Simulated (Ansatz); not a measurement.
Start from `C[Se][SnH]([Cl])[Cl]` and change one element to get `C[S][SnH]([Cl])[Cl]`.

Ansatz, PBE0-D4/def2-TZVP geometries, multiplicity 1. Each molecule was computed in one conformer, which needn't be the lowest.

Elements past krypton have def2 core potentials. Scalar relativity is left out up to krypton. Spin–orbit coupling is left out; it splits and shifts lone-pair levels of the heavy atoms by tenths of an eV.

```
                                      property  `C[Se][SnH]([Cl])[Cl]`
       HOMO–LUMO gap (ωB97M-V/def2-TZVPP) / eV                    9.36
size of the dipole moment (PBE/def2-TZVPP) / D                    1.83
            LUMO energy (PBE0/def2-TZVPP) / eV                   -1.93
             HOMO energy (PBE/def2-TZVPP) / eV                   -6.06
         HOMO energy (ωB97M-V/def2-TZVPP) / eV                   -9.37
          HOMO–LUMO gap (PBE0/def2-TZVPP) / eV                    5.29
```

(1) What does the change do to each property? (An estimate is asked.)

## Answers

(1) The calculation gave: 
| property | `C[S][SnH]([Cl])[Cl]` | shift |
| --- | --- | --- |
| HOMO–LUMO gap (ωB97M-V/def2-TZVPP) / eV | 9.88 | 0.52 |
| size of the dipole moment (PBE/def2-TZVPP) / D | 1.55 | -0.28 |
| LUMO energy (PBE0/def2-TZVPP) / eV | -1.81 | 0.12 |
| HOMO energy (PBE/def2-TZVPP) / eV | -6.29 | -0.23 |
| HOMO energy (ωB97M-V/def2-TZVPP) / eV | -9.71 | -0.34 |
| HOMO–LUMO gap (PBE0/def2-TZVPP) / eV | 5.72 | 0.43 |

With PBE0 the HOMO falls by 0.30 eV and the LUMO rises by 0.12 eV, so the gap widens by about 0.42 eV. PBE moves the HOMO by -0.23 eV and ωB97M-V by -0.34 eV. Dipoles are sizes alone; their direction can turn.

Positive LUMOs are unbound, so they and the gaps depend on the basis.
